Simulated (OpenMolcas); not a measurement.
## Gd2+ in a point-charge field

Gd2+ among 6 point charges of -0.5 e arranged as an octahedron (Oh), 2.95 Å from the ion.
```
   2.9500    0.0000    0.0000  -0.50
   0.0000    2.9500    0.0000  -0.50
  -2.9500    0.0000    0.0000  -0.50
   0.0000   -2.9500    0.0000  -0.50
   0.0000    0.0000    2.9500  -0.50
   0.0000    0.0000   -2.9500  -0.50
```

- Program: OpenMolcas
- Method: CASSCF
- Basis: ANO-RCC-VTZP [8s7p5d3f2g1h]
- Scalar Hamiltonian: DKH2, point nucleus
- Active space: 8 electrons in 7 orbitals (4f)
- State averaging: 2S+1 = 7 even, 7 roots; 2S+1 = 5 even, 77 roots kept (CI in the orbitals of an earlier block); 2S+1 = 3 even, 45 roots kept (CI in the orbitals of an earlier block); 2S+1 = 1 even, 1 root kept (CI in the orbitals of an earlier block, 0 in the spin-orbit step)
- Spin-orbit coupling: RASSI with atomic mean-field integrals over the reference wave functions

The lowest spin-free states (labels of O, the rotations of Oh), above the lowest:

```tsv
State	Degeneracy	E (cm-1)	Free-ion L (%)
7A2	1	0.0	F (100)
7T2	3	77.9	F (100)
7T1	3	161.7	F (100)
5E	2	23163	D (100)
5T2	3	23165	D (100)
5A1	1	26489	L (100)
5T1	3	26494	L (100)
5E	2	26497	L (100)
5T2	3	26549	L (100)
5T1	3	26575	L (100)
5E	2	26593	L (100)
5T2	3	26599	L (100)
5T2	3	27721	G (100)
5E	2	27747	G (100)
5T1	3	27754	G (100)
5A1	1	27763	G (100)
5T1	3	32046	H (100)
5E	2	32058	H (100)
5T2	3	32116	H (100)
5T1	3	32143	H (100)
```

The lowest levels with spin-orbit coupling:

```
E (cm-1)  Degeneracy  Label  2S+1     J  |mJ| (%)
     0.0           1     A1     7  6.00    4 (87)
     7.9           3     T1     7  6.00    4 (33)
    17.2           3     T2     7  6.00    5 (40)
    52.4           1     A2     7  6.00    2 (69)
    63.7           3     T2     7  6.00    1 (54)
    67.4           2      E     7  6.00    0 (44)
    1620           3     T1     7  5.00    5 (35)
    1639           3     T2     7  5.00    2 (33)
    1663           2      E     7  5.00    2 (50)
    1670           3     T1     7  5.00    3 (58)
    2752           1     A1     7  4.00    0 (58)
    2765           3     T1     7  4.00    1 (58)
    2775           2      E     7  4.00    2 (50)
    2821           3     T2     7  4.00    3 (58)
    3669           3     T1     7  3.00    3 (42)
    3681           3     T2     7  3.00    1 (42)
    3696           1     A2     7  3.00   2 (100)
    4331           3     T2     7  2.01    1 (67)
    4378           2      E     7  2.00    2 (50)
    4802           3     T1     7  1.01    1 (67)
```

Powder χT (cm3 K/mol): 4.1 at 2 K, 10.2 at 10 K, 11.6 at 50 K, 11.7 at 100 K, 11.8 at 200 K, 11.8 at 300 K. The effective moment at 300 K is 2.828 √(χT) = 9.72 μB.

Hund's rules give f8 the level 7F6 with g = 1.500, so an isolated free-ion multiplet has χT = g² J(J+1) / 8 = 11.812 cm3 K/mol. The computed 11.809 at 300 K differs by 0 %, through the field's splitting, the mixing of terms and any other multiplet in reach.

Stevens parameters of the J = 6 multiplet, which is 67 cm-1 wide (cm-1, z along the main axis): B40 = 4.688e-03, B44 = 2.344e-02, B60 = -4.849e-07, B64 = 1.031e-05.

High states are left out of the spin-orbit mixing, which shifts the levels that they would mix with. The free ion's ground configuration, as NIST lists it, lies outside this active space, so the lowest level here need not be the ground level. Point charges carry no covalency, so the field is a model and not that of real ligands. The first state left out of the spin-orbit step lies near 45000 cm-1 above the lowest spin-free state of the reference (among the parities and spins computed), and the lists stop at four fifths of that energy or lower. No measured value stands beside these numbers.
